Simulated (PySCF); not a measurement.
**Configurations of TbC**

Unrestricted PBE0; PySCF, spin-free X2C with a Gaussian nucleus, basis sets Tb x2c-SVPall, C x2c-SVPall. The search starts from ions with several 4f fillings and holds each by maximum overlap.

The lowest solution has 2Ms+1 = 10, about 8.1 4f electrons, near 2.02 Å.

The lowest solution of each spin and filling, followed along the bond (rough minima from three points):

```csv
2Ms+1,4f population,⟨S²⟩ at the start,R at minimum (Å),Te (eV)
10,8.10,24.76,2.02,0.00
6,8.14,10.70,2.03,0.13
8,8.13,16.65,2.03,0.39
```

Solutions at the starting distance of 2.047 Å, counted from the lowest; the search is not exhaustive:

| 2Ms+1 | 4f population | E (eV) | ⟨S²⟩ | ⟨Lz²⟩ | μ (D) |
| --- | --- | --- | --- | --- | --- |
| 10 | 8.10 | 0.00 | 24.76 | 5.1 | -4.87 |
| 6 | 8.14 | 0.13 | 10.70 | 5.0 | -4.41 |
| 6 | 8.15 | 0.15 | 10.72 | 8.9 | -4.22 |
| 10 | 8.20 | 0.36 | 24.76 | 4.0 | -5.08 |
| 8 | 8.13 | 0.39 | 16.65 | 5.1 | -4.41 |
| 6 | 8.16 | 0.51 | 10.78 | 4.0 | -4.60 |
| 8 | 8.16 | 0.76 | 16.75 | 6.0 | -4.92 |
| 6 | 8.12 | 0.78 | 9.84 | 4.0 | -7.45 |
| 10 | 8.00 | 0.87 | 24.83 | 0.0 | -2.93 |
| 10 | 8.06 | 1.51 | 24.76 | 9.0 | -6.84 |
| 10 | 8.11 | 1.75 | 24.76 | 8.0 | -5.75 |

Partly filled real f orbitals mix terms, so no term symbols are given. A positive dipole means Tb(−)C(+).

Spin–orbit coupling is left out. With d or f electrons several states lie close, and the lowest PBE0 determinant need not be the measured ground state.
